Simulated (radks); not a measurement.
The numbers below are computed, except where a source is named.
Species: the cerium ion Ce2+. Configuration: [Xe] 4f2 (the NIST ground configuration). Level of theory: scalar-relativistic Kohn-Sham, BLYP, spin-unpolarised, spherical densities, point nucleus (a radial shooting solver on a logarithmic mesh with Libxc functionals).

Unscreened Slater integrals over Kohn-Sham orbitals (hartree). Empty in this configuration: 5d.

\begin{tabular}{lr}
integral & value \\ \hline
F0(4f,4f) & 0.77465 \\
F2(4f,4f) & 0.34747 \\
F4(4f,4f) & 0.21416 \\
F6(4f,4f) & 0.15301 \\
F0(4f,5p) & 0.57171 \\
F2(4f,5p) & 0.22146 \\
G2(4f,5p) & 0.14226 \\
G4(4f,5p) & 0.10433 \\
F0(4f,5s) & 0.63640 \\
G3(4f,5s) & 0.15078 \\
F0(4f,4d) & 0.93769 \\
F2(4f,4d) & 0.42445 \\
F4(4f,4d) & 0.26583 \\
G1(4f,4d) & 0.49743 \\
G3(4f,4d) & 0.30690 \\
G5(4f,4d) & 0.21551 \\
F0(4f,5d) & 0.41390 \\
F2(4f,5d) & 0.12170 \\
F4(4f,5d) & 0.064475 \\
G1(4f,5d) & 0.082452 \\
G3(4f,5d) & 0.059004 \\
G5(4f,5d) & 0.043193 \\
F0(5p,5p) & 0.50150 \\
F2(5p,5p) & 0.27016 \\
F0(5p,5s) & 0.53693 \\
G1(5p,5s) & 0.35848 \\
F0(5p,4d) & 0.62797 \\
F2(5p,4d) & 0.17681 \\
G1(5p,4d) & 0.050420 \\
G3(5p,4d) & 0.048732 \\
F0(5p,5d) & 0.38932 \\
F2(5p,5d) & 0.18281 \\
G1(5p,5d) & 0.20851 \\
G3(5p,5d) & 0.12840 \\
F0(5s,5s) & 0.58341 \\
F0(5s,4d) & 0.71388 \\
G2(5s,4d) & 0.079119 \\
F0(5s,5d) & 0.40325 \\
G2(5s,5d) & 0.12688 \\
F0(4d,4d) & 1.2021 \\
F2(4d,4d) & 0.61136 \\
F4(4d,4d) & 0.40841 \\
F0(4d,5d) & 0.43578 \\
F2(4d,5d) & 0.078338 \\
F4(4d,5d) & 0.031524 \\
G0(4d,5d) & 0.016504 \\
G2(4d,5d) & 0.019634 \\
G4(4d,5d) & 0.016101 \\
F0(5d,5d) & 0.33241 \\
F2(5d,5d) & 0.17316 \\
F4(5d,5d) & 0.11408 \\
\end{tabular}

Derived for the open shells (J is the average intra-shell exchange parameter used in DFT+U). 4f: F4/F2 = 0.616, F6/F2 = 0.440, J = (286 F2 + 195 F4 + 250 F6)/6435 = 0.02788 hartree.
